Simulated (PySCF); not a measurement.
C₃H₆FGa, SMILES [F][Ga]([CH3])[CH]=C.

The structure is a stationary point at PBE-D3(BJ)/def2-SVP. The structure was generated by enumeration; whether it is a known compound was not checked. The values are those of a single conformer.

Computed with PBE-D3(BJ)/def2-SVP run with PySCF.

Frequencies are harmonic and unscaled.

```csv
mode,ν (cm⁻¹),IR (km/mol),moving atoms (share of kinetic energy)
1,51,0.2,H 98 %
2,74,1.3,"C 42 %, H 28 %, F 22 %, Ga 8 %"
3,91,1.2,"C 53 %, H 25 %, Ga 12 %, F 9 %"
4,161,3.4,"H 33 %, Ga 32 %, C 25 %, F 11 %"
5,171,14.4,"F 51 %, C 20 %, Ga 15 %, H 14 %"
6,281,4.4,"C 62 %, H 19 %, Ga 12 %"
7,450,19.4,"H 70 %, C 27 %"
8,528,1.1,"C 75 %, H 21 %"
9,595,68.2,"C 54 %, Ga 27 %, H 19 %"
10,656,62.3,"F 76 %, Ga 21 %"
11,675,32.8,"H 79 %, C 18 %"
12,720,46.9,"H 78 %, C 19 %"
13,953,28.0,"H 72 %, C 28 %"
14,962,7.7,"H 87 %, C 13 %"
15,1016,11.0,H 93 %
16,1167,8.3,"H 80 %, C 19 %"
17,1211,6.2,"H 71 %, C 28 %"
18,1370,7.4,"H 84 %, C 16 %"
19,1378,6.8,H 94 %
20,1379,1.9,H 95 %
21,1604,9.8,"C 84 %, H 16 %"
22,2984,1.4,H 97 %
23,3034,18.2,H 95 %
24,3078,3.8,"H 92 %, C 8 %"
25,3085,1.2,"H 91 %, C 9 %"
26,3099,3.4,"H 91 %, C 9 %"
27,3121,11.2,"H 89 %, C 11 %"
```
